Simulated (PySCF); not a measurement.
Structure problem from calculated spectra and properties.

Formula: C7H8P2.

| Quantity | Value |
| --- | --- |
| UV, first state | lowest singlet excitation: 4.10 eV (302 nm, f = 0.057) [TDDFT CAM-B3LYP/def2-SVPD] |
| 1H NMR | chemical shifts (computed TMS as zero) by class: 9.03 (1 H), 8.81 (1 H), 8.78 (1 H), 1.78 (1 H), 1.51 (2 H), 1.10 (2 H) ppm [GIAO KT2/pcSseg-1] |
| Rotational structure | rotational constants A, B, C: 2.485, 0.835, 0.657 GHz [PBE0-D3(BJ)/def2-SVP] |
| NMR, other nuclei | isotropic shieldings of nuclei other than C and H, by class: 125 (1 P), 141 (1 P) ppm [GIAO KT2/pcSseg-1] |
| Triplet | lowest triplet excitation (Tamm–Dancoff): 2.40 eV [TDA CAM-B3LYP/def2-SVPD] |
| Valence photoelectron | vertical ionisation energy: 8.39 eV [ΔSCF CAM-B3LYP/def2-SVPD] |
| 13C NMR | chemical shifts (computed TMS as zero) by class: 176.9 (1 C), 152.4 (1 C), 149.4 (1 C), 149.1 (1 C), 29.7 (1 C), 23.6 (2 C) ppm [GIAO KT2/pcSseg-1] |
| Dipole | 0.94 D [CAM-B3LYP/def2-SVPD] |

Electronic properties: PySCF, gas phase, density fitting. Levels stand in brackets. The structure is a single PBE0-D3(BJ)/def2-SVP conformer in the gas phase; no vibrational or solvent corrections. Each NMR value is the plain mean over a class of atoms that symmetry, rotation or inversion makes alike.

Problem. What is the compound? Reason from the data.

Solution. Numbering: `[cH:1]1[cH:2][p:3][c:4]([CH:5]2[CH2:6][CH2:7]2)[cH:8][p:9]1`. 7 carbons fall into 6 classes; from least to most shielded: substituted aromatic carbon [C4] (176.9 ppm), aromatic CH carbon [C2] (152.4 ppm), aromatic CH carbon [C8] (149.4 ppm), aromatic CH carbon [C1] (149.1 ppm), benzylic-type carbon [C5] (29.7 ppm), three-membered-ring carbon [C6/C7] (23.6 ppm, 2 C). Hydrogen classes from least to most shielded: 1 H on an aromatic CH carbon, C2 (9.03 ppm), 1 H on an aromatic CH carbon, C1 (8.81 ppm), 1 H on an aromatic CH carbon, C8 (8.78 ppm), 1 H on a benzylic-type carbon, C5 (1.78 ppm), 2 H on 2 three-membered-ring carbons, C6/C7 (1.51 ppm), 2 H on 2 three-membered-ring carbons, C6/C7 (1.10 ppm). The other shieldings belong to: 125 ppm, phosphorus bonded to 2 C [P9]; 141 ppm, phosphorus bonded to 2 C [P3]. The first electron is taken from the HOMO, whose largest Löwdin shares are 0.26 on a phosphorus bonded to 2 C, 0.20 on a phosphorus bonded to 2 C, 0.14 on an aromatic CH carbon and 0.12 on the substituted aromatic carbon. By its constants the optimised geometry is an asymmetric top. Structure: `c1cpc(C2CC2)cp1`. The assignments are read from this structure; whether some other isomer fits the data as well wasn't checked.

Conformer computed: `[cH:1]1[cH:2][p:3][c:4]([CH:5]2[CH2:6][CH2:7]2)[cH:8][p:9]1`: P3–C4–C5–C6 38°.
